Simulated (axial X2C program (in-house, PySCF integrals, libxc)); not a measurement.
Spin–orbit effects down a group: molecules with B, PBE0

All values come from calculations with an in-house relativistic program for diatomic molecules, spin-free (one-electron X2C) or two-component (2c: spin–orbit coupling with atomic mean-field Coulomb and Gaunt terms, which also bring small scalar terms), in Dyall basis sets with cores contracted in-house; open shells are unrestricted.

Basis sets: B dyall-v3z, Ba dyall-cv3z, Be dyall-cv3z, Ca dyall-cv3z, Mg dyall-cv3z, Sr dyall-cv3z.

```csv
molecule,spin-free state,Re (Å),ωe (cm⁻¹),De (eV),2c state,Re 2c (Å),ωe 2c (cm⁻¹),De 2c (eV)
BeB,"M_S = 1/2, Λ = 1",1.956,617.8,0.97,Ω = 1/2,1.957,617.8,0.97
MgB,"M_S = 1/2, Λ = 1",2.369,369.6,0.62,Ω = 1/2,2.369,369.6,0.63
CaB,"M_S = 3/2, Λ = 0",2.308,489.8,n/a,Ω = 3/2,2.308,489.8,n/a
SrB,"M_S = 3/2, Λ = 0",2.440,434.4,n/a,Ω = 3/2,2.440,434.5,n/a
BaB,"M_S = 3/2, Λ = 0",2.506,424.2,n/a,Ω = 3/2,2.504,424.6,n/a
```

Work out the shifts from the spin-free to the two-component result.



```tsv
molecule	2c state	ΔRe (Å)	Δωe (cm⁻¹)	ΔDe (eV)
BeB	Ω = 1/2	0.001	0.0	0.00
MgB	Ω = 1/2	0.000	0.0	0.01
CaB	Ω = 3/2	0.000	0.0	n/a
SrB	Ω = 3/2	0.000	0.1	n/a
BaB	Ω = 3/2	-0.002	0.4	n/a
```

Shifts of one unit in the last digit are rounding.

Each entry is the lowest single determinant of a limited PBE0 search at one distance. De goes to single-determinant-based atoms at the same level (for ions the charge split of lowest energy) and is withheld (n/a) where an atom does not fit its ground term or J level. Main or longest-lived isotopes. One determinant is a doubtful description, or other states lie close, for BeB, MgB, CaB, SrB, BaB; these need not be ground states, and all values refer to the states named. With several unpaired electrons the Ω given is that of one determinant, not necessarily of the lowest component. Some light 2c atoms are not at their ground J level, so De misses part of their lowering (0.04 eV or less). The functionals have no current term, which raises determinants with orbital currents. Where the atoms have a lower orbital projection than the molecule, De at mean-field level may be about a tenth of an eV too small.
